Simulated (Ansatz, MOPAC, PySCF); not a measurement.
SiH4 (SMILES [SiH4]) and CH2O2 (SMILES O=CO) are pulled apart as rigid monomers along the line of their centres of mass, from the B3LYP-D3(BJ)/def2-TZVP minimum. Starting geometry (charge 0, multiplicity 1):
| atom | x (Å) | y (Å) | z (Å) |
|---|---|---|---|
| Si | 0.1066 | -0.3192 | 0.6422 |
| H | -0.2752 | -0.5306 | -0.7743 |
| H | 0.6862 | -1.5591 | 1.1923 |
| H | -1.1432 | 0.0100 | 1.3802 |
| H | 1.0449 | 0.8148 | 0.7412 |
| O | 0.9379 | 0.1423 | 3.7316 |
| C | 0.0648 | 0.4268 | 4.5034 |
| O | -1.2292 | 0.5681 | 4.1908 |
| H | 0.2131 | 0.6101 | 5.5751 |
| H | -1.3283 | 0.3996 | 3.2353 |

Interaction energies with rigid monomers; basis-set methods are counterpoise corrected unless marked otherwise.

Correlated levels freeze the cores. The state that PM7 reach isn't checked; PM7 holds dispersion and hydrogen-bond terms.

Codes used: Ansatz (a quantum-chemistry and plane-wave program); MOPAC for PM7 (differences of heats of formation); PySCF for the dispersion terms. Values without a source in brackets are computed.

| H4···H10 (Å) | PM7 (kcal/mol) | B3LYP-D3(BJ)/def2-TZVPPD (kcal/mol) | PBE0-D3(BJ)/def2-TZVPPD (kcal/mol) | CCSD/aug-cc-pV(D+d)Z (kcal/mol) | CCSD(T)/aug-cc-pV(D+d)Z (kcal/mol) |
|---|---|---|---|---|---|
| 1.71 | 0.89 | -2.59 | -2.56 | -0.86 | [?] |
| 1.90 | -0.02 | -2.92 | -2.84 | [?] | -2.02 |
| 2.19 | -0.72 | -2.54 | -2.51 | -1.82 | -2.05 |
| 2.67 | -0.77 | -1.53 | -1.60 | -1.27 | -1.39 |
| 3.43 | -0.26 | -0.57 | -0.67 | -0.54 | -0.59 |

Problem. Fill in the missing entries.

Solution. 
- 1.71, CCSD(T)/aug-cc-pV(D+d)Z (kcal/mol): -1.31
- 1.90, CCSD/aug-cc-pV(D+d)Z (kcal/mol): -1.68
